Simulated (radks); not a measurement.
Values are calculated unless marked as measured or tabulated.
Isoelectronic series with 6 electrons, each ion in its NIST ground configuration. Level of theory: scalar-relativistic Kohn-Sham, PBEsol, spin-unpolarised, spherical densities, finite nucleus; Fermi nuclear charge, rms radius of each element as measured or else 0.836 A^(1/3) + 0.57 fm (a radial shooting solver on a logarithmic mesh with Libxc functionals). Total energies (hartree) and orbital eigenvalues (eV):

ion    configuration  E (hartree)         2p         2s         1s
C       [He] 2s2 2p2    -37.59336    -5.2336   -13.6483  -272.0451
O2+     [He] 2s2 2p2    -72.91735   -43.1107   -58.1315  -555.7535
Ne4+    [He] 2s2 2p2   -120.31927  -108.9621  -130.6529  -949.8088
Mg6+    [He] 2s2 2p2   -179.81250  -202.3122  -230.7680  -1453.783
Si8+    [He] 2s2 2p2   -251.43053  -323.0712  -358.4531  -2067.830
S10+    [He] 2s2 2p2   -335.21771  -471.2363  -513.7830  -2792.289
Ar12+   [He] 2s2 2p2   -431.22750  -646.8406  -696.8804  -3627.616
Ca14+   [He] 2s2 2p2   -539.52202  -849.9386  -907.9014  -4574.361
Ti16+   [He] 2s2 2p2   -660.17182  -1080.600  -1147.031  -5633.159
Cr18+   [He] 2s2 2p2   -793.25631  -1338.908  -1414.482  -6804.730
Fe20+   [He] 2s2 2p2   -938.86358  -1624.957  -1710.494  -8089.881
Ni22+   [He] 2s2 2p2  -1097.09114  -1938.854  -2035.335  -9489.508
Zn24+   [He] 2s2 2p2  -1268.04523  -2280.714  -2389.299  -11004.59
Se28+   [He] 2s2 2p2  -1648.61056  -3048.847  -3185.928  -14385.52
Kr30+   [He] 2s2 2p2  -1858.48629  -3475.406  -3629.336  -16253.82
Sr32+   [He] 2s2 2p2  -2081.61839  -3930.504  -4103.355  -18242.49
Zr34+   [He] 2s2 2p2  -2318.16677  -4414.308  -4608.441  -20353.01
Mo36+   [He] 2s2 2p2  -2568.30171  -4927.002  -5145.082  -22586.97

Estimate the row of Ge26+ ([He] 2s2 2p2).

Answer. E (hartree) -1451.84261; 2p -2650.666; 2s -2772.712; 1s -12636.20.
